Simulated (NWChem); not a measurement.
System: tert-butanol (C₄H₁₀O); SMILES CC(C)(C)O

NWChem input:

```
start job
memory heap 200 mb stack 900 mb global 1100 mb
geometry units angstroms noautoz
  C      0.424447    -0.739285    -1.257689
  C     -0.015932     0.009363     0.000000
  C      0.424447    -0.739285     1.257689
  C      0.530143     1.430469     0.000000
  O     -1.428590     0.152221     0.000000
  H      1.520584    -0.818902    -1.322816
  H      0.056606    -0.219218    -2.154749
  H      0.015489    -1.763702    -1.264900
  H      0.056606    -0.219218     2.154749
  H      1.520584    -0.818902     1.322816
  H      0.015489    -1.763702     1.264900
  H      1.630014     1.434307     0.000000
  H      0.174734     1.970884    -0.889801
  H      0.174734     1.970884     0.889801
  H     -1.811353    -0.732065     0.000000
end
basis spherical
  * library sto-3g
end
dft
  xc xpbe96 cpbe96
  iterations 150
  mulliken
end
task dft gradient
```

Excerpt of the output:

```
             Northwest Computational Chemistry Package (NWChem) 7.3.0
             --------------------------------------------------------

 CS  symmetry detected

                             Geometry "geometry" -> ""
                             -------------------------

 Output coordinates in angstroms (scale by  1.889725989 to convert to a.u.)

  No.       Tag          Charge          X              Y              Z
 ---- ---------------- ---------- -------------- -------------- --------------
    1 C                    6.0000     0.41186475     0.74557800    -1.25768900
    2 C                    6.0000    -0.01827289    -0.00900076     0.00000000
    3 C                    6.0000     0.41186475     0.74557800     1.25768900
    4 C                    6.0000     0.54711427    -1.42253446     0.00000000
    5 O                    8.0000    -1.42885329    -0.17109325     0.00000000
    6 H                    1.0000     1.50681520     0.84012269    -1.32281600
    7 H                    1.0000     0.05114391     0.22054737    -2.15474900
    8 H                    1.0000    -0.01101318     1.76432777    -1.26490000
    9 H                    1.0000     0.05114391     0.22054737     2.15474900
   10 H                    1.0000     1.50681520     0.84012269     1.32281600
   11 H                    1.0000    -0.01101318     1.76432777     1.26490000
   12 H                    1.0000     1.64693547    -1.41138614     0.00000000
   13 H                    1.0000     0.19910153    -1.96774181    -0.88980100
   14 H                    1.0000     0.19910153    -1.96774181     0.88980100
   15 H                    1.0000    -1.82362933     0.70789544     0.00000000

 Effective nuclear repulsion energy (a.u.)     199.7215891321

      Symmetry information
      --------------------

 Group name             Cs
 Group number              2
 Group order               2
 No. of unique centers    10

  pbe96 is a nonlocal functional; adding pw91lda local functional.

                                 NWChem DFT Module
                                 -----------------

 Summary of "ao basis" -> "ao basis" (spherical)
 ------------------------------------------------------------------------------
       Tag                 Description            Shells   Functions and Types
 ---------------- ------------------------------  ------  ---------------------
 C                           sto-3g                  3        5   2s1p
 O                           sto-3g                  3        5   2s1p
 H                           sto-3g                  1        1   1s

      Symmetry analysis of basis
      --------------------------

        a'         23
        a"         12

            General Information
            -------------------
          SCF calculation type: DFT
          Wavefunction type:  closed shell.
          No. of atoms     :    15
          No. of electrons :    42
           Alpha electrons :    21
            Beta electrons :    21
          Charge           :     0
          Spin multiplicity:     1
          Use of symmetry is: on ; symmetry adaption is: on
          Maximum number of iterations: 150
          AO basis - number of functions:    35
                     number of shells:    25
          Convergence on energy requested:  1.00D-06
          Convergence on density requested:  1.00D-05
          Convergence on gradient requested:  5.00D-04

              XC Information
              --------------
          PerdewBurkeErnzerhof Exchange Functional  1.000
            Perdew 1991 LDA Correlation Functional  1.000 local
           PerdewBurkeErnz. Correlation Functional  1.000 non-local

             Grid Information
             ----------------
          Grid used for XC integration:  medium
          Radial quadrature: Mura-Knowles
          Angular quadrature: Lebedev.
          Tag              B.-S. Rad. Rad. Pts. Rad. Cut. Ang. Pts.
          ---              ---------- --------- --------- ---------
          C                   0.70       49           9.0       434
          O                   0.60       49           9.0       434
          H                   0.35       45          11.0       434
          Grid pruning is: on
          Number of quadrature shells:   466
          Spatial weights used:  Erf1

      Superposition of Atomic Density Guess
      -------------------------------------

 Sum of atomic energies:        -227.15658402

      Non-variational initial energy
      ------------------------------

[...]

                         DFT ENERGY GRADIENTS

    atom               coordinates                        gradient
                 x          y          z           x          y          z
   1 C       0.778312   1.408938  -2.376688   -0.012470  -0.015766   0.021510
   2 C      -0.034531  -0.017009   0.000000   -0.003165  -0.014476   0.000000
   3 C       0.778312   1.408938   2.376688   -0.012470  -0.015766  -0.021510
   4 C       1.033896  -2.688200   0.000000   -0.008230   0.023658   0.000000
   5 O      -2.700141  -0.323319   0.000000    0.024389   0.093918   0.000000
   6 H       2.847468   1.587602  -2.499760   -0.004170   0.000047   0.000885
   7 H       0.096648   0.416774  -4.071885    0.000633   0.002161   0.003618
   8 H      -0.020812   3.334096  -2.390314    0.001400  -0.002744  -0.000233
   9 H       0.096648   0.416774   4.071885    0.000633   0.002161  -0.003618
  10 H       2.847468   1.587602   2.499760   -0.004170   0.000047  -0.000885
  11 H      -0.020812   3.334096   2.390314    0.001400  -0.002744   0.000233
  12 H       3.112257  -2.667133   0.000000   -0.003899  -0.000295   0.000000
  13 H       0.376247  -3.718493  -1.681480    0.000634   0.002340   0.003656
  14 H       0.376247  -3.718493   1.681480    0.000634   0.002340  -0.003656
  15 H      -3.446160   1.337728   0.000000    0.018848  -0.074883   0.000000
```

Level: PBE/STO-3G. Geometry: optimised at PBE0/def2-SVP.
